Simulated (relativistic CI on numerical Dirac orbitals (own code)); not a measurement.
# One change at a time: Ca IX

Base calculation: Dirac-Coulomb-Breit CI, separate exchange-only KLI orbitals for each configuration, model QED (radiative potential, 1s self-energy scaled to tabulated hydrogen-like ionisation energies), unscaled Slater integrals.

Configuration list (outside the closed core [Ne]): 3s², 3s3p, 3p², 3s3d, 3d², 3p3d, 3p4s, 3s4s, 3s4p, 3d4s, 3s4d, 3s4f, 3s5s, 3s5p, 3s5d, 4s², 3s5f, 3s5g, 3s6s, 3s6p, 3s6d. Levels of other configurations are missing.

Variants: (1) non-relativistic limit. Shifts of the energy above 3s² ¹S0, in cm⁻¹, for the lowest level and the first level of each name with at least 55 % of one term (blank where a level changes its place among those of its configuration and J or its character, or is not in the variant):

| Level | Base | Δ(1) |
| --- | --- | --- |
| 3s² ¹S0 | 0 | 0 |
| 3s3p ³P°0 | 141719 | -1470 |
| 3s3p ³P°1 | 143209 | -2960 |
| 3s3p ³P°2 | 146408 | -6158 |
| 3s3p ¹P°1 | 217893 | -5025 |
| 3p² ¹D2 | 335392 | -8505 |
| 3p² ³P0 | 340447 | -6215 |
| 3p² ³P1 | 342306 | -8074 |
| 3p² ³P2 | 345805 | -11573 |
| 3p² ¹S0 | 403387 | -9845 |
| 3s3d ³D1 | 414331 | -6354 |
| 3s3d ³D2 | 414443 | -6466 |
| 3s3d ³D3 | 414624 | -6647 |
| 3s3d ¹D2 | 478314 | -7486 |
| 3p3d ³F°2 | 563621 | -8791 |
| 3p3d ³F°3 | 565607 | -10777 |
| 3p3d ³F°4 | 568009 | -13180 |
| 3p3d ¹D°2 | 572441 | -11698 |
| 3p3d ³P°2 | 601574 | -10097 |
| 3p3d ³P°1 | 602660 | -11183 |
| 3p3d ³P°0 | 604384 | -12906 |
| 3p3d ³D°1 | 605398 | -11574 |

At this charge configurations can still be misplaced by up to about 7 % of their energy.

Ionisation energy from the two ground configurations alone: base 186.204 eV. The NIST ASD value (semi-empirical) is 188.54 eV.
